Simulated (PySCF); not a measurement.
A side-by-side comparison of computed properties.

First species: (CH3)2CHCH2F, C4H9F.
Cartesian coordinates in Å at the GFN2-xTB level; atoms count from 1:
```
atom  x, y, z in Å
C1     1.3589   -0.4485   -0.2176
C2     0.0146   -0.0713    0.4002
C3    -0.2494    1.4257    0.2697
C4    -1.1139   -0.8515   -0.2702
F5    -0.9902   -2.1977   -0.0189
H6     2.1708    0.0461    0.3095
H7     1.3934   -0.1505   -1.2637
H8     1.5114   -1.5232   -0.1582
H9     0.0245   -0.3445    1.4610
H10    0.5495    1.9901    0.7439
H11   -0.2962    1.7136   -0.7785
H12   -1.1900    1.6969    0.7436
H13   -1.0895   -0.7323   -1.3587
H14   -2.0945   -0.5532    0.1157
```

Second species: C₅H₆F₂.
Z-matrix (Å and degrees, GFN2-xTB geometry), rows numbered from 1:
```
C 
C   1  1.3280
C   2  1.4556  1  126.17
C   3  1.3318  2  122.31  1  -176.84
C   3  1.5106  2  117.16  1     3.01
F   5  1.3537  3  112.17  2   174.15
F   5  1.3604  3  111.38  2   -67.49
H   1  1.0762  2  123.09  3     0.52
H   1  1.0763  2  120.94  3   179.45
H   2  1.0818  1  119.72  3  -179.37
H   4  1.0762  3  121.01  2    -0.47
H   4  1.0758  3  121.97  2   179.70
H   5  1.1028  3  112.45  2    53.13
```

Levels: wB97X-D/def2-SVPD for dipole moment, HOMO energy, LUMO energy, HOMO–LUMO gap, static isotropic polarisability and electronic spatial extent ⟨r²⟩ about the centre of nuclear charge; TDDFT wB97X-D/def2-SVPD for lowest singlet excitation; TDA wB97X-D/def2-SVPD for lowest triplet excitation (Tamm–Dancoff); GFN2-xTB for rotational constant A and rotational constant C. Geometries: GFN2-xTB. Each structure is a single optimised conformer of the isolated species, non-relativistic unless stated. Electronic properties by PySCF.

Dipoles, sizes and rotational constants follow the conformer. The torsions of the flexible species, by atom-mapped SMILES:
- `[CH3:1][CH:2]([CH3:3])[CH2:4][F:5]`: C1–C2–C4–F5 65°
- `[CH2:1]=[CH:2][C:3](=[CH2:4])[CH:5]([F:6])[F:7]`: C1–C2–C3–C4 -177°, C2–C3–C5–F6 174°

Which of the two has the higher ⟨r²⟩, and by how much?

The second: 752 bohr² against 500 bohr², a difference of 252 bohr².

Which has the higher HOMO energy?

The second: -9.10 eV against -11.00 eV, a difference of 1.90 eV.

Which of the two has the higher rotational constant C, and by how much?

The first: 2.647 GHz against 1.578 GHz, a difference of 1.069 GHz.

Which has the higher HOMO–LUMO gap?

The first: 13.39 eV against 9.52 eV, a difference of 3.87 eV.

Which of the two has the higher static isotropic polarisability, and by how much?

The second: 65.2 au against 51.2 au, a difference of 14.0 au.

Which of the two has the higher rotational constant A, and by how much?

The first: 7.701 GHz against 3.822 GHz, a difference of 3.879 GHz.

Which has the higher dipole moment?

The second: 2.21 D against 1.86 D, a difference of 0.35 D.

Which has the higher T1 energy?

The first: 9.09 eV against 3.37 eV, a difference of 5.72 eV.

On the first: The polarisability is 7.59 Å³ as a volume (1 au = 0.148185 Å³), or 1.22 au for each of the 42 electrons. S1 lies 4.15 eV below the HOMO–LUMO gap; its leading configuration is HOMO→LUMO, weight 0.86.

On the second: The dipole matches unit charges of opposite sign 0.46 Å apart (1 e·Å = 4.8032 D). No computed singlet falls in the visible range (750 to 380 nm, 1.65 to 3.26 eV); S1 lies 2.70 eV above its blue end.
